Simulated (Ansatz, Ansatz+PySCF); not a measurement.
```xyz
4

Sc    0.0055   -0.0083   -0.0008
F     1.8140    0.0051   -0.0028
F    -0.9034    1.5841   -0.0019
F    -0.9138   -1.5723   -0.0077
```

RHF on singlet ScF₃ was run in several spherical basis sets with Ansatz (development build ahead of 0.2.0).

(1) Rank the basis sets by the total energy that they give, lowest first, with the distance from the lowest.
A. cc-pVTZ
B. def2-TZVP
C. cc-pVDZ
D. def2-SVP
E. 6-31G(d)
F. STO-3G

## Answers

(1) A (0.00 eV), B (0.04 eV), C (2.76 eV), E (5.23 eV), D (13.07 eV), F (323.83 eV).

Totals follow the description of the cores as much as that of the bonds, so this order isn't one of quality for chemistry.
